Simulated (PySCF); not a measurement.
Mg(OH)(OMe) (CH₄MgO₂), SMILES C[O][Mg][OH].

Coordinates come from a B3LYP-D3(BJ)/def2-SVP optimisation. One conformer was computed; it need not be the lowest.

Computed with TDA-CAM-B3LYP/def2-SVPD run with PySCF.

Vertical excitations; the highest root listed may be one member of a degenerate set. The molecule is in vacuum. State labels are in the subgroup Cs.

```csv
state,symmetry,energy (eV),λ (nm),f,main pairs
S1,A",5.03,247,0.012,HOMO−1→LUMO (degenerate set)
S2,A',5.03,247,0.012,HOMO→LUMO (degenerate set)
S3,A",5.82,213,0.074,HOMO−2→LUMO (degenerate set)
S4,A',5.82,213,0.074,HOMO−3→LUMO (degenerate set)
S5,A',6.65,186,0.002,"HOMO−1→LUMO+1, HOMO→LUMO+2 (degenerate set)"
S6,A",6.65,186,0.002,"HOMO−1→LUMO+2, HOMO→LUMO+1 (degenerate set)"
S7,A",6.65,186,0.000,"HOMO→LUMO+1, HOMO−1→LUMO+2 (degenerate set)"
S8,A",7.02,177,0.012,"HOMO−1→LUMO+3, HOMO−1→LUMO+4 (degenerate set)"
S9,A',7.02,177,0.012,"HOMO→LUMO+3, HOMO→LUMO+4 (degenerate set)"
S10,A',7.11,174,0.119,"HOMO→LUMO+2 47 %, HOMO−1→LUMO+1 47 %"
T1,A",4.79,259,0,HOMO−1→LUMO (degenerate set)
T2,A',4.79,259,0,HOMO→LUMO (degenerate set)
T3,A",5.47,227,0,HOMO−2→LUMO (degenerate set)
T4,A',5.47,227,0,HOMO−3→LUMO (degenerate set)
```
Triplets are in the Tamm–Dancoff approximation.
